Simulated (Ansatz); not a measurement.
Steps of a relaxation of C5HBCl2F6O2, SMILES `FC(F)(F)C1=CC(C(F)(F)F)=[O+][B-](Cl)(Cl)O1` with RKS PBE0-D4/def2-TZVP.

```sh
$ ansatz run in.yaml --threads 11 --pin off --events-out ev --progress --plain --max-ram 110592MiB --backend cuda --devices 0, --max-vram 75GiB
```

```yaml
crystal:
  periodic: [false, false, false]
  atoms:
    - {symbol: F, position_ang: [-2.236621, 2.558337, -1.066559]}
    - {symbol: C, position_ang: [-1.353299, 2.290072, -0.106009]}
    - {symbol: F, position_ang: [-1.963090, 2.371482, 1.095367]}
    - {symbol: F, position_ang: [-0.368531, 3.212008, -0.138812]}
    - {symbol: C, position_ang: [-0.746198, 0.886834, -0.267314]}
    - {symbol: C, position_ang: [0.186814, 0.412151, 0.660267]}
    - {symbol: C, position_ang: [0.796640, -0.809462, 0.357848]}
    - {symbol: C, position_ang: [1.951154, -1.333456, 1.227198]}
    - {symbol: F, position_ang: [1.551708, -1.377656, 2.515819]}
    - {symbol: F, position_ang: [2.342318, -2.548125, 0.845733]}
    - {symbol: F, position_ang: [2.996544, -0.484442, 1.141365]}
    - {symbol: O, position_ang: [0.480580, -1.543694, -0.646774]}
    - {symbol: B, position_ang: [-0.718015, -1.222138, -1.544728]}
    - {symbol: Cl, position_ang: [-2.095297, -2.274960, -0.995993]}
    - {symbol: Cl, position_ang: [-0.194447, -1.378038, -3.265239]}
    - {symbol: O, position_ang: [-1.135665, 0.230298, -1.299874]}
    - {symbol: H, position_ang: [0.486307, 1.010489, 1.527805]}
basis:
  gaussian: {orbitals: def2-TZVP}
hamiltonian: {xc: pbe0, dispersion: d4}
relax: {f_tol: 0.005, max_steps: 150}
```

Positions (Å) and forces (eV/Å) along the path, 8 of 35 steps:

```xyz
17
step=1 energy=-51299.1758 eV
F    -2.237    2.558   -1.067    0.586   -0.122    0.679
C    -1.353    2.290   -0.106   -0.171    0.351    0.052
F    -1.963    2.371    1.095    0.356    0.002   -0.766
F    -0.369    3.212   -0.139   -0.643   -0.529    0.011
C    -0.746    0.887   -0.267    0.131   -0.818   -0.392
C     0.187    0.412    0.660   -0.001   -0.019   -0.184
C     0.797   -0.809    0.358   -0.596    0.019   -0.667
C     1.951   -1.333    1.227    0.284   -0.139    0.231
F     1.552   -1.378    2.516    0.303    0.001   -0.802
F     2.342   -2.548    0.846   -0.218    0.799    0.309
F     2.997   -0.484    1.141   -0.612   -0.557    0.076
O     0.481   -1.544   -0.647    0.125    0.721    0.721
B    -0.718   -1.222   -1.545    0.057    0.104    0.159
Cl   -2.095   -2.275   -0.996    0.203    0.138   -0.124
Cl   -0.194   -1.378   -3.265   -0.111    0.007    0.300
O    -1.136    0.230   -1.300    0.455    0.380    0.859
H     0.486    1.010    1.528   -0.146   -0.337   -0.461
17
step=6 energy=-51299.2770 eV
F    -2.221    2.536   -1.044    0.015   -0.005    0.023
C    -1.341    2.271   -0.102    0.004   -0.033   -0.022
F    -1.934    2.360    1.088    0.004    0.006   -0.002
F    -0.366    3.180   -0.149   -0.009   -0.003   -0.002
C    -0.740    0.871   -0.263    0.019   -0.003    0.029
C     0.165    0.397    0.669   -0.006   -0.024   -0.017
C     0.780   -0.800    0.353   -0.011    0.026    0.019
C     1.935   -1.318    1.217   -0.020   -0.007   -0.031
F     1.560   -1.333    2.495    0.011    0.005   -0.009
F     2.305   -2.530    0.861   -0.011    0.031    0.018
F     2.977   -0.494    1.100   -0.010   -0.017    0.000
O     0.490   -1.511   -0.652    0.055   -0.024    0.035
B    -0.700   -1.204   -1.535   -0.018   -0.020   -0.028
Cl   -2.074   -2.250   -0.990    0.011    0.013    0.009
Cl   -0.201   -1.383   -3.249    0.005    0.001   -0.011
O    -1.099    0.237   -1.298   -0.030    0.059    0.003
H     0.445    0.971    1.539   -0.010   -0.005   -0.014
17
step=14 energy=-51299.3083 eV
F    -2.526    2.348   -0.731    0.004    0.020    0.008
C    -1.386    2.258   -0.076    0.075   -0.210   -0.018
F    -1.603    2.509    1.212    0.002    0.061    0.040
F    -0.538    3.168   -0.549   -0.002    0.093   -0.011
C    -0.759    0.869   -0.241    0.050   -0.117    0.182
C     0.051    0.327    0.748   -0.052    0.003   -0.174
C     0.773   -0.795    0.376   -0.033    0.099    0.097
C     1.911   -1.345    1.240   -0.261    0.124   -0.096
F     1.774   -0.931    2.495    0.070    0.010    0.100
F     1.916   -2.665    1.221    0.056   -0.018    0.021
F     3.066   -0.894    0.764    0.115   -0.030    0.023
O     0.620   -1.412   -0.719   -0.074   -0.034   -0.129
B    -0.563   -1.117   -1.617    0.028    0.012   -0.041
Cl   -1.926   -2.190   -1.093   -0.014   -0.001   -0.012
Cl   -0.045   -1.267   -3.326   -0.007    0.006    0.010
O    -0.986    0.318   -1.356    0.017   -0.037   -0.050
H     0.201    0.818    1.692    0.026    0.020    0.050
17
step=15 energy=-51299.3134 eV
F    -2.537    2.337   -0.705   -0.018    0.001   -0.006
C    -1.384    2.251   -0.071   -0.008   -0.058   -0.006
F    -1.577    2.523    1.216    0.013    0.021    0.045
F    -0.546    3.157   -0.571    0.006    0.009   -0.008
C    -0.767    0.858   -0.231    0.064    0.096    0.003
C     0.055    0.331    0.748   -0.055   -0.059   -0.031
C     0.762   -0.799    0.380    0.079    0.032    0.038
C     1.905   -1.340    1.243   -0.088    0.022   -0.041
F     1.793   -0.904    2.493    0.008    0.031    0.047
F     1.901   -2.660    1.249    0.015   -0.041    0.011
F     3.062   -0.912    0.747    0.049   -0.001   -0.005
O     0.602   -1.425   -0.709   -0.039    0.006    0.004
B    -0.565   -1.119   -1.622    0.004    0.004   -0.030
Cl   -1.934   -2.206   -1.145   -0.008    0.000   -0.008
Cl   -0.013   -1.233   -3.322   -0.002   -0.005   -0.025
O    -0.998    0.309   -1.347   -0.018   -0.052    0.005
H     0.222    0.831    1.687   -0.001   -0.005    0.006
17
step=16 energy=-51299.3137 eV
F    -2.538    2.337   -0.701   -0.032    0.000   -0.014
C    -1.383    2.250   -0.071    0.001   -0.065   -0.003
F    -1.573    2.523    1.217    0.007    0.025    0.058
F    -0.547    3.156   -0.574    0.014    0.016   -0.015
C    -0.768    0.858   -0.231    0.060    0.093    0.002
C     0.055    0.330    0.748   -0.053   -0.054   -0.028
C     0.762   -0.799    0.380    0.072    0.035    0.041
C     1.904   -1.340    1.243   -0.086    0.023   -0.040
F     1.793   -0.901    2.493    0.008    0.030    0.047
F     1.900   -2.660    1.251    0.015   -0.045    0.011
F     3.062   -0.913    0.747    0.049    0.000   -0.006
O     0.602   -1.425   -0.709   -0.037    0.003    0.000
B    -0.565   -1.119   -1.623    0.004    0.008   -0.025
Cl   -1.934   -2.206   -1.148   -0.008   -0.002   -0.008
Cl   -0.011   -1.232   -3.322   -0.002   -0.006   -0.027
O    -0.999    0.309   -1.347   -0.017   -0.053    0.000
H     0.220    0.831    1.687    0.003   -0.009    0.007
17
step=20 energy=-51299.3185 eV
F    -2.600    2.286   -0.598    0.133    0.005    0.080
C    -1.392    2.245   -0.062   -0.026    0.111   -0.009
F    -1.480    2.561    1.231   -0.001   -0.017   -0.153
F    -0.619    3.150   -0.665   -0.108   -0.093    0.070
C    -0.762    0.862   -0.230   -0.035   -0.045    0.005
C     0.052    0.327    0.751    0.017    0.042    0.020
C     0.766   -0.797    0.382   -0.051   -0.032   -0.029
C     1.895   -1.345    1.254    0.094   -0.039    0.036
F     1.829   -0.832    2.481    0.015   -0.049   -0.090
F     1.825   -2.664    1.337   -0.002    0.114    0.005
F     3.067   -1.008    0.717   -0.099   -0.034    0.051
O     0.606   -1.420   -0.710    0.032   -0.012    0.001
B    -0.546   -1.106   -1.642   -0.003    0.011    0.014
Cl   -1.918   -2.210   -1.215    0.022    0.019   -0.001
Cl    0.040   -1.188   -3.335   -0.002    0.005    0.017
O    -0.993    0.315   -1.348    0.006    0.016   -0.017
H     0.212    0.823    1.693    0.007   -0.002   -0.001
17
step=32 energy=-51299.3281 eV
F    -2.740    2.094   -0.219   -0.001    0.000    0.001
C    -1.434    2.232   -0.047    0.000    0.008   -0.005
F    -1.214    2.716    1.172    0.000    0.002    0.003
F    -0.971    3.100   -0.937   -0.002   -0.001    0.001
C    -0.737    0.884   -0.230    0.000   -0.010    0.000
C     0.083    0.351    0.748    0.000   -0.004    0.003
C     0.782   -0.785    0.385    0.003    0.010   -0.008
C     1.859   -1.389    1.287   -0.001   -0.001    0.001
F     1.935   -0.728    2.439    0.001    0.003    0.006
F     1.576   -2.657    1.544   -0.003   -0.008    0.002
F     3.038   -1.324    0.683    0.005    0.001   -0.004
O     0.637   -1.398   -0.713   -0.002   -0.004    0.000
B    -0.473   -1.050   -1.685   -0.001   -0.009   -0.002
Cl   -1.846   -2.187   -1.375    0.004    0.003   -0.001
Cl    0.199   -1.051   -3.348   -0.001    0.000    0.004
O    -0.953    0.348   -1.356   -0.001    0.009    0.000
H     0.241    0.842    1.692   -0.002    0.002   -0.001
17
step=35 energy=-51299.3281 eV
F    -2.747    2.079   -0.182    0.003    0.001    0.000
C    -1.437    2.231   -0.045   -0.001    0.001    0.000
F    -1.191    2.731    1.162   -0.001   -0.001   -0.002
F    -1.006    3.093   -0.957   -0.001   -0.001    0.002
C    -0.734    0.886   -0.231    0.000    0.000    0.000
C     0.085    0.352    0.747    0.000    0.001   -0.001
C     0.783   -0.784    0.385   -0.001    0.000    0.001
C     1.856   -1.392    1.290    0.000    0.000    0.000
F     1.943   -0.720    2.435    0.000   -0.001   -0.001
F     1.556   -2.654    1.560    0.000    0.001    0.000
F     3.034   -1.349    0.682   -0.001    0.000    0.001
O     0.639   -1.396   -0.714    0.000    0.000   -0.001
B    -0.467   -1.046   -1.689    0.002    0.000    0.002
Cl   -1.841   -2.184   -1.387   -0.001    0.000    0.000
Cl    0.213   -1.041   -3.349    0.000    0.000   -0.001
O    -0.949    0.352   -1.358    0.000   -0.001    0.000
H     0.242    0.844    1.692    0.000   -0.001    0.001
```

It took 51 s on 11 threads of an AMD EPYC 7R13 on a shared host and a whole NVIDIA H100 80 GB, with 1.5 GiB of host memory at the peak.
